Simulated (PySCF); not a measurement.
**Distorted geometries of ReO3Br**

ReO3Br (singlet). PySCF 2.14.0, RKS B3LYP, Re def2-SVP with ECP60, O def2-SVP, Br def2-SVP; non-relativistic Hamiltonian with scalar-relativistic core potentials where named; density fitting; no spin-orbit coupling. Relaxed geometry:

```xyz
5

Re    0.2765   -0.2765    0.2765
O     1.2628    0.7022    1.2628
O    -0.7022   -1.2628    1.2628
O     1.2628   -1.2628   -0.7022
Br   -1.1152    1.1152   -1.1152
```

Q: Order these distorted geometries by energy above the relaxed one, lowest first.
A.
```xyz
5

Re    0.2869   -0.2706    0.4171
O     1.0540    0.6455    1.2257
O    -0.5802   -1.1221    1.2539
O     1.4426   -1.4012   -0.7016
Br   -1.2185    1.1636   -1.2102
```
B.
```xyz
5

Re    0.3329   -0.1254    0.4308
O     1.3086    0.6088    1.2191
O    -0.7646   -1.2420    1.2974
O     1.2606   -1.3009   -0.6996
Br   -1.1526    1.0747   -1.2629
```
C.
```xyz
5

Re    0.4290   -0.4577    0.4145
O     1.2041    0.7876    1.3934
O    -0.8545   -1.3678    1.1509
O     1.2677   -1.1267   -0.6700
Br   -1.0615    1.1797   -1.3039
```

A: C (2.58 eV), B (3.90 eV), A (6.78 eV).

Q: Which forces (eV/Å) act in the one that lies 2.58 eV up?

A: 
```
Re  -11.64  11.52  10.12
O    -0.20  -1.91  -0.82
O     1.15  -0.33  -0.17
O     9.37  -7.80 -10.72
Br    1.32  -1.48   1.59
```
Forces carry noise of the integration grid, about 0.01 to 0.03 eV/Å.
